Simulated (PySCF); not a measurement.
HGa (SMILES [GaH]), singlet, geometry from GFN2-xTB (such geometries of metal compounds can be far from the true shape). Base run: DF-R2SCAN/3-21G run with PySCF.

PySCF was given this input:
```python
from pyscf import gto, scf, dft

mol = gto.Mole()
mol.atom = '''
    Ga   -0.00000000   -0.00000000   -0.05952365
    H     0.00000000    0.00000000    1.84523317
'''
mol.basis = '3-21g'
mol.verbose = 5
mol.build()

mf = dft.RKS(mol)
mf.xc = 'r2scan'
mf = mf.density_fit(auxbasis='def2-universal-jkfit')
mf.kernel()
```

The base run was repeated with changes; each row names its change, and settings that it needs were set with it.

```json
[
 {"change": "base", "basis functions": "24", "E (Eh)": "-1915.81319", "HOMO (eV)": "-5.02", "HOMO-LUMO gap (eV)": "2.72", "dipole (D)": "0.57", "outcome": "converged"},
 {"change": "basis = STO-3G", "basis functions": "19", "E (Eh)": "-", "HOMO (eV)": "-", "HOMO-LUMO gap (eV)": "-", "dipole (D)": "-", "outcome": "not converged"},
 {"change": "basis = 6-31G", "basis functions": "29", "E (Eh)": "-1925.02482", "HOMO (eV)": "-5.12", "HOMO-LUMO gap (eV)": "2.83", "dipole (D)": "0.91", "outcome": "converged"},
 {"change": "basis = pcseg-1", "basis functions": "32", "E (Eh)": "-1925.17104", "HOMO (eV)": "-5.31", "HOMO-LUMO gap (eV)": "2.88", "dipole (D)": "1.31", "outcome": "converged"},
 {"change": "basis = pc-1", "basis functions": "32", "E (Eh)": "-1925.31206", "HOMO (eV)": "-5.29", "HOMO-LUMO gap (eV)": "2.88", "dipole (D)": "1.42", "outcome": "converged"},
 {"change": "basis = def2-SV(P)", "basis functions": "34", "E (Eh)": "-1925.14549", "HOMO (eV)": "-5.24", "HOMO-LUMO gap (eV)": "2.89", "dipole (D)": "1.16", "outcome": "converged"},
 {"change": "basis = def2-SVP", "basis functions": "37", "E (Eh)": "-1925.14607", "HOMO (eV)": "-5.23", "HOMO-LUMO gap (eV)": "2.87", "dipole (D)": "1.15", "outcome": "converged"},
 {"change": "basis = aug-cc-pVDZ", "basis functions": "___", "E (Eh)": "___", "HOMO (eV)": "-5.26", "HOMO-LUMO gap (eV)": "2.87", "dipole (D)": "___", "outcome": "converged"},
 {"change": "basis = def2-SVPD", "basis functions": "46", "E (Eh)": "-1925.14680", "HOMO (eV)": "-5.25", "HOMO-LUMO gap (eV)": "2.87", "dipole (D)": "1.30", "outcome": "converged"},
 {"change": "basis = cc-pVTZ", "basis functions": "57", "E (Eh)": "-1925.42506", "HOMO (eV)": "-5.26", "HOMO-LUMO gap (eV)": "2.88", "dipole (D)": "1.32", "outcome": "converged"},
 {"change": "basis = def2-TZVPP", "basis functions": "62", "E (Eh)": "-1925.38994", "HOMO (eV)": "-5.26", "HOMO-LUMO gap (eV)": "2.88", "dipole (D)": "1.33", "outcome": "converged"},
 {"change": "basis = def2-TZVPD", "basis functions": "___", "E (Eh)": "___", "HOMO (eV)": "-5.26", "HOMO-LUMO gap (eV)": "2.88", "dipole (D)": "___", "outcome": "converged"},
 {"change": "basis = aug-cc-pVTZ", "basis functions": "___", "E (Eh)": "___", "HOMO (eV)": "___", "HOMO-LUMO gap (eV)": "2.88", "dipole (D)": "___", "outcome": "converged"}
]
```

### Question
Complete the blanks.

### Answer

- basis = aug-cc-pVDZ, basis functions: 45
- basis = aug-cc-pVDZ, E (Eh): -1925.35598
- basis = aug-cc-pVDZ, dipole (D): 1.34
- basis = def2-TZVPD, basis functions: 63
- basis = def2-TZVPD, E (Eh): -1925.39007
- basis = def2-TZVPD, dipole (D): 1.35
- basis = aug-cc-pVTZ, basis functions: 82
- basis = aug-cc-pVTZ, E (Eh): -1925.42544
- basis = aug-cc-pVTZ, HOMO (eV): -5.27
- basis = aug-cc-pVTZ, dipole (D): 1.37

Totals compare only among sets that treat the same electrons; sets with core potentials leave the core out.
